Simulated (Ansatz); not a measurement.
`CS[BH][GeH3]` + CH₄ → `C[BH][GeH3]` + CH₃SH  (formal exchange of groups at a B–S bond)

Program: Ansatz. Geometries: PBE0-D4/def2-TZVP. ΔE: electronic, gas phase. CCSD(T)/CBS is the MP2 limit (def2-TZVPP, def2-QZVPP) plus CCSD(T) − MP2 in def2-TZVPP, frozen cores. This one scheme is used for every species. Functionals use def2-TZVPP. For Ge outer-core shells are correlated without core-valence functions, which leaves a few kJ/mol of doubt a bond. Scalar relativity is left out up to krypton. Each species was taken in one conformer, which may not be the lowest.

`CS[BH][GeH3]`:

Z-matrix (Å, degrees):
```
C
S 1 1.810
H 1 1.090 2 108.9
H 1 1.090 2 108.9 3 -118.9
H 1 1.088 2 109.9 3 120.6
B 2 1.745 1 106.7 3 -120.3
Ge 6 2.057 2 118.0 1 -180.0
H 6 1.195 2 120.0 1 0.0
H 7 1.539 6 113.1 2 -0.2
H 7 1.541 6 110.4 2 -121.2
H 7 1.541 6 110.4 2 120.8
```

CH₄:

Z-matrix (Å, degrees):
```
C
H 1 1.090
H 1 1.090 2 109.5
H 1 1.090 2 109.5 3 -120.0
H 1 1.090 2 109.5 3 120.0
```

`C[BH][GeH3]`:

Z-matrix (Å, degrees):
```
C
B 1 1.548
H 1 1.106 2 102.9
H 1 1.093 2 114.7 3 113.8
H 1 1.091 2 116.2 3 -115.3
Ge 2 2.066 1 123.5 3 93.8
H 2 1.200 1 119.3 3 -83.2
H 6 1.542 2 112.1 1 -127.5
H 6 1.544 2 109.4 1 114.7
H 6 1.542 2 113.8 1 -5.0
```

CH₃SH:

```xyz
6

C    -0.267    0.400   -0.099
S     0.401   -1.246   -0.425
H    -0.882    0.412    0.800
H    -0.898    0.646   -0.953
H     0.524    1.146   -0.025
H     1.121   -1.358    0.702
```

CCSD(T)/CBS gives +117.7 kJ/mol.

Question: Another level gave +116.5 kJ/mol. Which?
A. PBE0/def2-TZVPP
B. HF/def2-TZVPP
C. CCSD/def2-TZVPP
D. r2SCAN-D4/def2-TZVPP

Answer: A. PBE0 116.5, r2SCAN-D4 122.2, CCSD/def2-TZVPP 111.9, HF/def2-TZVPP 97.6 kJ/mol.

Largest T1 diagnostic among the species: 0.014.

In def2-TZVPP, CCSD(T) changes the Hartree–Fock value by +20.4 kJ/mol (the triples alone add +6.1 kJ/mol) and MP2 by +26.3 kJ/mol. From PBE to PBE0 (25 % exact exchange), in def2-TZVPP and without D4, ΔE moves by −4.6 kJ/mol. The D4 term adds +4.5 kJ/mol with B3LYP and +2.5 kJ/mol with PBE0; it sums over pairs of atoms, weighted by their polarisabilities, and B3LYP, whose exchange is more repulsive, gets the larger term.

B3LYP here is the variant with VWN-RPA as its local correlation; programs differ in this.
